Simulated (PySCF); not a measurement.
Compound: C5H11O2Si (doublet state).
SMILES with atom numbers: `[SiH3:1][O:2][CH2:3][C@H:4]1[CH:5][CH2:6][O:7][CH2:8]1` (hydrogens: H9, H10, H11 on Si1; H12, H13 on C3; H14 on C4; H15 on C5; H16, H17 on C6; H18, H19 on C8)

Structure used (GFN2-xTB), in Å, numbered top down from 1:
```xyz
19
C5H11O2Si angstrom
Si     3.312    0.440   -0.613
O      1.717    0.176   -0.716
C      0.837   -0.340    0.231
C     -0.560   -0.479   -0.392
C     -1.569   -1.072    0.512
C     -2.773   -0.216    0.536
O     -2.600    0.731   -0.499
C     -1.213    0.876   -0.730
H      3.628    1.412    0.438
H      3.547    0.930   -1.959
H      4.032   -0.800   -0.300
H      0.792    0.325    1.103
H      1.183   -1.324    0.571
H     -0.435   -1.079   -1.307
H     -1.434   -1.949    1.111
H     -3.709   -0.758    0.351
H     -2.885    0.300    1.512
H     -0.800    1.657   -0.074
H     -1.078    1.179   -1.768
```

The hyperfine couplings belong to this conformer and change with its torsions.

Theory: PySCF, UKS B3LYP, pcH-1 on C H O Si, non-relativistic, mean-field spin-orbit, GIAO. One conformer (not necessarily the lowest) at the GFN2-xTB geometry, without solvent, vibrations or thermal averaging. Couplings are sensitive to structure, and on GFN2-xTB geometries they can be far from those on DFT ones. No stability test was run, so a lower SCF solution isn't excluded.

The Mulliken spin populations are largest on C5 (+1.02), C6 (-0.08) and C4 (-0.08). C5 is the only atom above +0.15. The positive populations add up to 1.21 and the negative ones to -0.21, together 2S = 1. The angles at C5 add up to 359.9°, so it is planar; its axial dipolar tensor and the negative coupling of its proton fit spin in a p orbital normal to that plane.

(1) McConnell's relation a(H) = Q·ρ ties the coupling of a proton on a planar π carbon to the spin population of that carbon. What Q do the computed values give?

(2) List the C–H protons on four-coordinate carbons next to a three-coordinate spin centre, with their couplings and θ (C–H bond against the normal to the plane of the centre's neighbours, projected along the bond that joins the two).

Answers

(1) 
```tsv
H	C	ρ(C)	a(H) (G)	a/ρ (G)
H15	C5	+1.019	-22.61	-22.2
```

One proton gives one ratio, Q = -22.2 G, and no test of linearity. In every row coupling and population have opposite signs.

(2) 
| β H | on | centre | θ (°) | cos²θ | a (G) |
| --- | --- | --- | --- | --- | --- |
| H14 | C4 | C5 | 19 | 0.90 | +48.87 |
| H16 | C6 | C5 | 38 | 0.63 | +35.17 |
| H17 | C6 | C5 | 21 | 0.87 | +47.49 |

Couplings in gauss use g_iso = 2.0026.

Hardware: one thread of an Arm Neoverse V1, shared host with 32 logical CPUs at a one-minute load of 15. Cost: 2.0 min of wall time (with the writing of density and orbital grids), 1.1 GiB resident at most.
